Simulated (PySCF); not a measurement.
Record of a relaxation.

C4H3BrF2.
Atom-mapped SMILES: `[CH2:1]=[C:2]([F:3])/[C:4]([F:5])=[CH:6]\[Br:7]` (hydrogens: H8, H9 on C1; H10 on C6)

Computed by this run: PBE0-D3(BJ)/def2-SVP geometry optimisation, gas phase in PySCF 2.14.0; density fitting, grid level 2; the optimiser is geomeTRIC in internal coordinates, started from a GFN2-xTB structure. The frame can shift and turn from step to step; on so coarse a grid that alone can change the energy by a few meV, and forces under 0.02 eV/Å are noise.

Step 0: E = -79641.4769 eV, largest atomic force 0.843 eV/Å
```
atom  x, y, z in Å  |  force x, y, z in eV/Å
C1     -1.791    0.610    0.124    0.204   0.015  -0.015
C2     -0.733   -0.189    0.045   -0.136  -0.832   0.004
F3     -0.897   -1.525    0.044    0.108   0.652  -0.002
C4      0.649    0.256   -0.044    0.193   0.807  -0.003
F5      0.766    1.604   -0.038   -0.198  -0.583   0.007
C6      1.791   -0.433   -0.127   -0.263  -0.671   0.009
Br7     1.951   -2.292   -0.159    0.134   0.093  -0.007
H8     -2.782    0.200    0.189   -0.535  -0.327   0.032
H9     -1.675    1.677    0.126    0.163   0.579  -0.005
H10     2.730    0.096   -0.182    0.331   0.268  -0.021
```

Step 1: E = -79641.4673 eV, largest atomic force 0.620 eV/Å
```
atom  x, y, z in Å  |  force x, y, z in eV/Å
C1     -1.804    0.592    0.079   -0.107  -0.023  -0.035
C2     -0.736   -0.205    0.144    0.161   0.225   0.294
F3     -0.834   -1.453    0.578   -0.039  -0.191  -0.118
C4      0.622    0.223   -0.197   -0.218  -0.356  -0.458
F5      0.623    1.409   -0.809    0.128   0.261   0.206
C6      1.796   -0.419   -0.109    0.179   0.203   0.265
Br7     2.136   -2.095    0.617   -0.040   0.004   0.029
H8     -2.796    0.189    0.293    0.040   0.050   0.124
H9     -1.691    1.644   -0.178   -0.017  -0.075  -0.178
H10     2.692    0.122   -0.428   -0.089  -0.097  -0.129
```

Step 2: E = -79641.4951 eV, largest atomic force 0.262 eV/Å
```
atom  x, y, z in Å  |  force x, y, z in eV/Å
C1     -1.808    0.577    0.082    0.002  -0.007  -0.039
C2     -0.725   -0.200    0.146   -0.020   0.242   0.011
F3     -0.809   -1.458    0.562   -0.047   0.015  -0.032
C4      0.624    0.238   -0.215    0.164  -0.123  -0.163
F5      0.671    1.459   -0.757   -0.234   0.013   0.105
C6      1.796   -0.407   -0.113   -0.041  -0.052   0.181
Br7     2.065   -2.089    0.631    0.174  -0.065  -0.021
H8     -2.786    0.175    0.350    0.015   0.004   0.029
H9     -1.720    1.611   -0.244    0.011   0.003  -0.040
H10     2.701    0.102   -0.451   -0.023  -0.029  -0.031
```

Step 3: E = -79641.4983 eV, largest atomic force 0.211 eV/Å
```
atom  x, y, z in Å  |  force x, y, z in eV/Å
C1     -1.809    0.594    0.072    0.029   0.025  -0.044
C2     -0.740   -0.201    0.153   -0.042  -0.081   0.022
F3     -0.858   -1.457    0.569    0.119  -0.025   0.050
C4      0.618    0.208   -0.204   -0.118  -0.098   0.055
F5      0.632    1.445   -0.713    0.150  -0.029  -0.029
C6      1.797   -0.426   -0.102    0.022   0.133  -0.026
Br7     2.187   -2.100    0.610   -0.201   0.050  -0.042
H8     -2.794    0.220    0.352    0.003  -0.028  -0.001
H9     -1.701    1.616   -0.286    0.000   0.013   0.024
H10     2.676    0.109   -0.462    0.038   0.041  -0.010
```

Step 4: E = -79641.5078 eV, largest atomic force 0.081 eV/Å
```
atom  x, y, z in Å  |  force x, y, z in eV/Å
C1     -1.806    0.588    0.070   -0.035  -0.070   0.003
C2     -0.733   -0.201    0.156    0.071  -0.021  -0.009
F3     -0.826   -1.456    0.582   -0.060   0.031   0.038
C4      0.620    0.219   -0.204   -0.030   0.035  -0.021
F5      0.636    1.454   -0.716    0.076   0.018  -0.019
C6      1.798   -0.414   -0.104   -0.023   0.016   0.006
Br7     2.123   -2.103    0.602    0.005  -0.014  -0.020
H8     -2.785    0.203    0.354   -0.013   0.005  -0.005
H9     -1.707    1.610   -0.291    0.007  -0.008   0.019
H10     2.688    0.109   -0.458    0.002   0.008   0.009
```

Step 5: E = -79641.5067 eV, largest atomic force 0.164 eV/Å
```
atom  x, y, z in Å  |  force x, y, z in eV/Å
C1     -1.813    0.578    0.066    0.037   0.106  -0.061
C2     -0.727   -0.191    0.161   -0.114   0.066   0.000
F3     -0.827   -1.435    0.613    0.115  -0.047   0.006
C4      0.625    0.231   -0.204    0.051  -0.063   0.004
F5      0.671    1.464   -0.719   -0.156  -0.008   0.051
C6      1.797   -0.412   -0.101    0.052  -0.060   0.001
Br7     2.107   -2.118    0.569    0.010  -0.004   0.002
H8     -2.788    0.184    0.355    0.018  -0.004   0.005
H9     -1.728    1.598   -0.303   -0.005   0.018  -0.013
H10     2.692    0.109   -0.445   -0.008  -0.005   0.004
```

Step 6: E = -79641.5102 eV, largest atomic force 0.020 eV/Å
```
atom  x, y, z in Å  |  force x, y, z in eV/Å
C1     -1.810    0.582    0.061    0.000   0.002  -0.016
C2     -0.730   -0.194    0.166   -0.006   0.003   0.001
F3     -0.821   -1.437    0.625    0.002   0.006   0.005
C4      0.622    0.225   -0.200    0.004  -0.003   0.008
F5      0.650    1.462   -0.706   -0.009  -0.001   0.018
C6      1.798   -0.414   -0.102    0.003  -0.009  -0.014
Br7     2.117   -2.122    0.557   -0.001   0.003  -0.001
H8     -2.788    0.197    0.352    0.004  -0.002   0.005
H9     -1.717    1.598   -0.317    0.000   0.001  -0.005
H10     2.690    0.113   -0.444    0.001   0.000  -0.001
```

Step 7: E = -79641.5106 eV, largest atomic force 0.020 eV/Å
```
atom  x, y, z in Å  |  force x, y, z in eV/Å
C1     -1.811    0.581    0.056   -0.001  -0.002  -0.010
C2     -0.729   -0.192    0.171    0.002  -0.013  -0.002
F3     -0.820   -1.431    0.643    0.001   0.004   0.009
C4      0.623    0.225   -0.195   -0.005   0.013   0.015
F5      0.649    1.466   -0.692    0.012   0.003   0.002
C6      1.798   -0.415   -0.104   -0.009  -0.005  -0.016
Br7     2.115   -2.129    0.540    0.002  -0.002   0.000
H8     -2.787    0.197    0.351   -0.002   0.002  -0.001
H9     -1.719    1.593   -0.334    0.000  -0.001   0.003
H10     2.691    0.113   -0.445    0.001   0.001   0.001
```

Problem. Summarise the path.

Solution. The energy falls by 3.25 kJ/mol from step 0 to step 7; nine tenths of that is first reached at step 4. It rises by more than 0.2 meV at steps 1 and 5. The largest force goes from 0.843 to 0.020 eV/Å. Among the bonds C2–F3 changes most (a near tie, within 0.001 Å, with another), from 1.345 to 1.328 Å; the atoms move by 0.033 Å rms after alignment.

Problem. Follow the three bonds and two angles with the largest change from start to end.

Solution. 
```
step  E above end (kJ/mol)  largest force (eV/Å)  C2–F3 (Å)  C1–H8 (Å)  C4–F5 (Å)  C4–C6–H10 (°)  C4–C6–Br7 (°)
   0                  3.25                 0.843      1.345      1.074      1.353          119.6          126.0
   1                  4.18                 0.620      1.325      1.091      1.334          117.5          128.1
   2                  1.50                 0.262      1.327      1.091      1.337          118.4          126.3
   3                  1.19                 0.211      1.328      1.090      1.338          116.8          129.7
   4                  0.27                 0.081      1.328      1.090      1.337          117.8          127.6
   5                  0.38                 0.164      1.328      1.091      1.337          117.7          127.9
   6                  0.04                 0.020      1.328      1.090      1.337          117.6          127.9
   7                  0.00                 0.020      1.328      1.090      1.337          117.7          127.8
```

The cost below is that of the whole optimisation. Hardware: Arm Neoverse V2, one thread (shared host). Cost: 54 s wall, 0.74 GiB resident at most.
